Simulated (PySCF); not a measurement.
## Magnetisability: `InChI=1S/C5H5FO/c1-2-3-4-5(6)7/h2-4H,1H2/b4-3-`

Molfile (atoms numbered from 1):
```
C5H5FO
     RDKit          3D

 12 11  0  0  0  0  0  0  0  0999 V2000
    2.1857    0.0664    0.7768 C   0  0  0  0  0  0  0  0  0  0  0  0
    0.9638   -0.2540    0.3502 C   0  0  0  0  0  0  0  0  0  0  0  0
    0.0018    0.7471   -0.0240 C   0  0  0  0  0  0  0  0  0  0  0  0
   -1.2513    0.5219   -0.4650 C   0  0  0  0  0  0  0  0  0  0  0  0
   -1.8453   -0.7882   -0.6379 C   0  0  0  0  0  0  0  0  0  0  0  0
   -1.4235   -1.8822   -0.4535 O   0  0  0  0  0  0  0  0  0  0  0  0
   -3.1324   -0.6597   -1.1035 F   0  0  0  0  0  0  0  0  0  0  0  0
    2.9041   -0.6843    1.0565 H   0  0  0  0  0  0  0  0  0  0  0  0
    2.5060    1.0931    0.8597 H   0  0  0  0  0  0  0  0  0  0  0  0
    0.6571   -1.2861    0.2723 H   0  0  0  0  0  0  0  0  0  0  0  0
    0.3322    1.7758    0.0629 H   0  0  0  0  0  0  0  0  0  0  0  0
   -1.8970    1.3495   -0.7205 H   0  0  0  0  0  0  0  0  0  0  0  0
  1  2  2  0
  2  3  1  0
  3  4  2  0
  4  5  1  0
  5  6  2  0
  5  7  1  0
  1  8  1  0
  1  9  1  0
  2 10  1  0
  3 11  1  0
  4 12  1  0
M  END
```

Theory: PySCF, GIAO B97-2/pcSseg-1 magnetisability, rotational g tensor and spin-rotation constants, non-relativistic, gas phase. Geometry: GFN2-xTB.

Q: What are the magnetisability and the molar susceptibility?

A: Isotropic -793 × 10⁻³⁰ J/T², or -47.8 × 10⁻⁶ cm³/mol; principal values -1050, -704, -626 × 10⁻³⁰ J/T², anisotropy 391 × 10⁻³⁰ J/T² (root of half the summed squared differences of the principal values). The susceptibility is in cgs units.

Q: Split it along the inertial axes a, b, c into diamagnetic and paramagnetic parts about the centre of mass, with the quadrupole moment.

A: 
```
axis  χ (10⁻⁶ cm³/mol)  diamagnetic (10⁻⁶ cm³/mol)  paramagnetic (10⁻⁶ cm³/mol)  summed x² of all electrons (Å²)  quadrupole Θ (D Å)
   a             -42.3                      -228.9                        186.6                            200.3               +2.18
   b             -37.8                      -886.5                        848.7                             45.3               +0.65
   c             -63.2                     -1041.8                        978.6                              8.7               -2.83
```
Anisotropies 2χaa − χbb − χcc = +16.5 and 2χbb − χaa − χcc = +29.9 × 10⁻⁶ cm³/mol. Θ is traceless in Buckingham's convention.

Q: And the rotational g tensor?

A: 
```
axis  rotational constant (GHz)        g  nuclear part  electronic part
   a                     7.9125  -0.1086        0.5851          -0.6937
   b                     1.4092  -0.0217        0.5402          -0.5618
   c                     1.1962  -0.0030        0.5470          -0.5499
```
Asymmetric top; isotopes 12C, 19F, 1H, 16O; no vibrational averaging.
